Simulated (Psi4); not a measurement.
This Psi4 input (B3LYP/pcseg-1) gives -396.36938 Eh with 37 basis functions.

```
memory 2025 MB

molecule {
1 1
N    -0.00000000   -0.00000000   -0.90472069
P     0.00000000    0.00000000    0.55016401
H    -0.00000000   -0.00000000   -1.91941528
}

set {
  basis pcseg-1
  scf_type df
}

energy('b3lyp')
print_variables()
```

Change:
```diff
- basis pcseg-1
+ basis cc-pv(5+d)z
```

Q: What does the run give now?

A: -396.44814 Eh (B3LYP/cc-pV(5+d)Z, 246 functions), a change of -78.76 mEh.
